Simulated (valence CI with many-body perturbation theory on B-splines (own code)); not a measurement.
# Rb5+ in brief

Method: configuration interaction combined with many-body perturbation theory (CI+MBPT): four valence electrons over a frozen Dirac-Fock core [Ar] 3d10, radial functions for each j: 9 s, 9 p, 8 d, 6 f, 3 g, 1 h, with the one-electron correlation potential Σ1, the two-electron term Σ2, the three-electron term Σ3, Breit, model QED; selected CI, second order for the rest, scaled by the run's own slope (own B-spline code, finite nucleus).

Against 13 measured levels this calculation errs by 124 cm⁻¹ on average and by 242 at most. These come from a selection out of Sansonetti, J. Phys. Chem. Ref. Data 35, 301 (2006). Levels without a partner in it may be off by more. Among the levels kept, up to 290 cm⁻¹ of a level comes from second order outside the variational space, and about a tenth of that is noise between levels of different J, which matters for small intervals.

Rates and lifetimes use the calculated energies. Strong lines usually hold to 10 to 20 %, long lifetimes can be off by a factor of two.

Question: What is the ground level?

Answer: 4s2 4p2 3P_0, composition 93 % 4s2 4p2 3P + 4 % 4s2 4p2 1S.

Question: How well does LS coupling describe the low levels?

Answer: Among the lowest 20 levels the leading LS term, summed over configurations, holds 89 % on average. For single configurations the figures are 82 % in LS and 67 % in jj coupling. Terms mix most in the J = 2 level at 245570 cm⁻¹, where the leading one holds 48 %.

Question: What is the ionisation energy?

Answer: 83.707 eV; NIST lists 82.9 ± 2 eV (theoretical).

Question: How is the term 3P of the ground level split?

Answer: J = 0 at 0, J = 1 at 5128, J = 2 at 9893 cm⁻¹.

Question: What are the static dipole polarisabilities of the lowest levels?

Answer: 4s2 4p2 3P_0 3.09; 4s2 4p2 3P_1 3.12 (tensor 0.064); 4s2 4p2 3P_2 3.14 (tensor -0.091); 4s2 4p2 1D_2 3.16 (tensor 0.23) bohr³, of which the core gives 0.158.

Question: Among levels below 326160 cm⁻¹, which E1 lines absorb most strongly from the ground level?

Answer: to 4s2 4p 4d 3P°_1 at 40.06 nm, f = 2.32; to 4s 4p3 3S°_1 at 47.83 nm, f = 0.320; to 4s2 4p 5s 3P°_1 at 32.83 nm, f = 0.208.

Question: Name the longest-lived excited levels whose lifetime is computed, and their main decay.

Answer: 4s2 4p2 3P_2 at 9893 cm⁻¹ lives 774 ms, mostly by M1 to 4s2 4p2 3P_1; 4s2 4p2 3P_1 at 5128 cm⁻¹ lives 429 ms, mostly by M1 to 4s2 4p2 3P_0; 4s2 4p2 1D_2 at 23791 cm⁻¹ lives 44.6 ms, mostly by M1 to 4s2 4p2 3P_2.
